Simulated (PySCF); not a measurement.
This PySCF input asks for the NMR shieldings of `InChI=1S/C5H13FSSi2/c1-7-4-9(8-6)5-2-3-5/h5,9H,2-4,8H2,1H3/t9-/m0/s1`; the geometry comes from GFN2-xTB.

```python
import basis_set_exchange as bse
import numpy as np
from pyscf import gto, dft
from pyscf.prop import nmr

atoms = """
C     3.723050   -0.799417    0.527969
S     2.036497   -0.247495    0.911395
C     1.350676   -0.224633   -0.774151
Si   -0.443637    0.452280   -0.755035
Si   -0.517247    2.674098   -0.110118
F     0.114532    3.539215   -1.323079
C    -1.432743   -0.628818    0.432054
C    -2.361283   -1.694116   -0.081262
C    -2.922544   -0.457071    0.532854
H     3.683210   -1.768559    0.037441
H     4.208558   -0.067407   -0.112146
H     4.252704   -0.880676    1.471368
H     1.997985    0.408755   -1.378768
H     1.398453   -1.241824   -1.160657
H    -0.928907    0.198365   -2.131357
H    -1.859174    3.240739    0.008988
H     0.292235    3.087156    1.030705
H    -0.932226   -0.864718    1.364036
H    -2.433664   -2.620614    0.468805
H    -2.454791   -1.818571   -1.149361
H    -3.385249   -0.529729    1.505814
H    -3.396848    0.262427   -0.117914
"""
names = dict.fromkeys(["C", "S", "Si", "F", "H"], "pcSseg-1")
basis = {el: gto.basis.parse(bse.get_basis(n, elements=[el], fmt="nwchem")) for el, n in names.items()}
mol = gto.M(atom=atoms, basis=basis, charge=0, verbose=0)
mf = dft.RKS(mol, xc="PBE0")
mf.grids.level = 2
mf.grids.alignment = dft.numint.BLKSIZE   # the property module wants whole blocks of grid points
mf.conv_tol = 1e-9
mf.kernel()

calc = nmr.RKS(mf)   # GIAO
C = mf.mo_coeff
Co = C[:, mf.mo_occ > 0]
resp = mf.gen_response(singlet=True, hermi=2)
def vind(x):   # induced exchange potential for any number of trial vectors
    d = np.einsum("pi,xij,qj->xpq", C, 2 * x.reshape(-1, C.shape[1], Co.shape[1]), Co, optimize=True)
    return np.einsum("xpq,pi,qj->xij", resp(d - d.transpose(0, 2, 1)), C, Co, optimize=True).ravel()
mo1, _ = nmr.rhf.solve_mo1(calc, with_cphf=vind)
sigma = calc.kernel(mo1)
for i, s in enumerate(sigma):   # ppm
    print("%2d %-2s %9.2f" % (i, mol.atom_pure_symbol(i), np.trace(s) / 3))
```

Question: What does it print?

Answer: 
```
 0 C     160.44
 1 S     577.19
 2 C     164.26
 3 Si    380.53
 4 Si    344.66
 5 F     439.52
 6 C     195.33
 7 C     179.47
 8 C     184.03
 9 H      29.52
10 H      29.44
11 H      29.62
12 H      29.85
13 H      29.41
14 H      27.67
15 H      26.13
16 H      25.81
17 H      31.85
18 H      30.95
19 H      31.49
20 H      31.15
21 H      31.71
```

These numbers come from an equivalent density-fitted implementation of the same equations, which agrees with the script to about 0.01 ppm for H and up to a few tenths of a ppm for heavy atoms, so last digits may differ.

Size and cost of the density-fitted run: 239 basis functions, 99 s wall time on 1 thread of an Arm Neoverse N1, shared host; peak memory 1.1 GiB.
